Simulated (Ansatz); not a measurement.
A run for Ansatz (a first-principles code): R-CCSD(T)/def2-TZVPP on O4Ru (SMILES [O]=[Ru](=[O])(=[O])=[O]). Elements past Kr take the def2 small-core potentials; no spin–orbit coupling.

Ansatz 0.2 input:
```yaml
crystal:
  periodic: [false, false, false]
  atoms:
    - {symbol: Ru, position_ang: [0.00000000, -0.00000000, -0.00000000]}
    - {symbol: O, position_ang: [0.96909466, 0.96909466, 0.96909466]}
    - {symbol: O, position_ang: [0.96909466, -0.96909466, -0.96909466]}
    - {symbol: O, position_ang: [-0.96909466, 0.96909466, -0.96909466]}
    - {symbol: O, position_ang: [-0.96909466, -0.96909466, 0.96909466]}
basis:
  gaussian:
    orbitals: def2-TZVPP
magnetization: {spin_polarized: false}
correlation: {method: ccsd_t, electrons: outside_noble_gas}
scf: {lower_state_search: off}
```

Program output:

```
WARN ansatz: RAYON_NUM_THREADS=4 ignored (pool sized by the plan → 4); use --threads N
Functional definition: HF
these checks for a lower state are left out or cut short: stability, starts, cluster_reference, orbital_swaps, neighbouring_geometries, increment
integrals: 0.60 GiB planned
1232 factors; integrals over basis functions are off by at most 7.7e-4 eV
mean field: 0.67 GiB planned
mean field evaluation 1: about -10684.0312 eV, gradient 1.1e2 eV
mean field evaluation 2: about -10684.4999 eV, gradient 1.1e2 eV
mean field evaluation 4: about -10703.5826 eV, gradient 6.6e0 eV
mean field evaluation 8: about -10703.7274 eV, gradient 1.4e0 eV
mean field evaluation 16: about -10703.7369 eV, gradient 3.7e-5 eV
mean field -10703.73689435 eV, -393.3550756138 hartree, gradient 2.8e-6 eV, S^2 0.000000; 0 other end points of the search recorded, 0 dependent functions left out
8 core orbitals not correlated
reference -10703.73689435 eV, -393.3550756138 hartree; 16, 16 occupied and 156, 156 virtual orbitals, 1232 factors
second order -45.30979292 eV of doubles, -0.00000000 eV of singles
coupled cluster: 1.22 GiB planned
cycle   1  -30.67302190 eV  change     1.5e1 eV  update   6.1e-1
cycle   2  -37.22657475 eV  change    -6.6e0 eV  update   5.9e-1
cycle   3  -37.93613257 eV  change   -7.1e-1 eV  update   5.6e-2
cycle   4  -37.91913535 eV  change    1.7e-2 eV  update   2.8e-2
cycle   5  -37.93896911 eV  change   -2.0e-2 eV  update   7.6e-3
cycle   6  -37.94795983 eV  change   -9.0e-3 eV  update   3.4e-3
cycle   7  -37.94222657 eV  change    5.7e-3 eV  update   2.2e-3
cycle   8  -37.93534955 eV  change    6.9e-3 eV  update   8.3e-4
cycle   9  -37.93614290 eV  change   -7.9e-4 eV  update   4.6e-4
cycle  10  -37.93686230 eV  change   -7.2e-4 eV  update   1.4e-4
cycle  11  -37.93681010 eV  change    5.2e-5 eV  update   7.6e-5
cycle  12  -37.93687970 eV  change   -7.0e-5 eV  update   2.5e-5
cycle  13  -37.93690518 eV  change   -2.5e-5 eV  update   6.0e-6
perturbative correction -3.79721785 eV, -0.1395451822 hartree
Total energy: -10745.47101738 eV, -394.8887763469 hartree
Checks for a lower state left out: stability, starts, cluster_reference, orbital_swaps, neighbouring_geometries, increment
```

The run converged.

Cost: roughly 50 core-seconds.
